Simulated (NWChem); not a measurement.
# CdTe in NWChem

```xyz
2

Cd     0.0000     0.0000     1.3475
Te     0.0000     0.0000    -1.2439
```
Charge 0, spin multiplicity 1.

All runs are NWChem calculations. The geometry was optimised at B3LYP/def2-SVP with def2 effective core potentials on Cd, Te, a minimum by its harmonic frequencies.

Symmetry labels belong to the abelian group C2v used in the runs, with the axes of the coordinates shown; states degenerate in a higher group split over its labels.

Effective core potentials replace the inner electrons of Cd, Te; spin-orbit coupling is left out. The structure started from a generated list of species.

### Question
List the lowest 4 singlet excitations that TD-BHandHLYP/def2-SVPD with def2 effective core potentials on Cd, Te gives, with oscillator strengths.

### Answer
```tsv
state	symmetry	energy (eV)	wavelength (nm)	f
1	b1	0.38	3258	0.001
2	b2	0.38	3258	0.001
3	a1	3.53	351	0.077
4	a2	3.83	324	0.000
```
